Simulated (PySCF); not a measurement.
SMILES N[SiH2][SiH2]Br, CAM-B3LYP/def2-SVP optimised geometry.

```
10

N      2.09    -1.11     0.00
Si     0.36    -1.11     0.00
Si    -0.37     1.12     0.00
Br    -2.61     1.13    -0.23
H      2.60    -1.90     0.37
H      2.61    -0.67    -0.75
H     -0.31    -1.80    -1.15
H     -0.09    -1.77     1.25
H      0.20     1.90    -1.13
H     -0.05     1.82     1.27
```

Density from CAM-B3LYP/def2-TZVP in PySCF 2.14.0 at that geometry.

Minimum of the electron density along straight lines between bonded atoms, close to the bond critical point (lines longer than 1.1 times the sum of covalent radii, or with two minima, are not listed):

```csv
bond,length / Å,ρ at the minimum / e bohr⁻³,∇²ρ there / e bohr⁻⁵,position (fraction from the first atom)
N1–Si2,1.732,0.130,0.52,0.60
Si2–Si3,2.344,0.099,-0.20,0.43
Si3–Br4,2.246,0.085,0.06,0.35
N1–H5,1.015,0.330,-1.60,0.74
N1–H6,1.014,0.331,-1.59,0.74
Si2–H7,1.496,0.121,0.12,0.49
Si2–H8,1.488,0.122,0.14,0.49
Si3–H9,1.489,0.122,0.14,0.49
Si3–H10,1.487,0.123,0.13,0.49
```
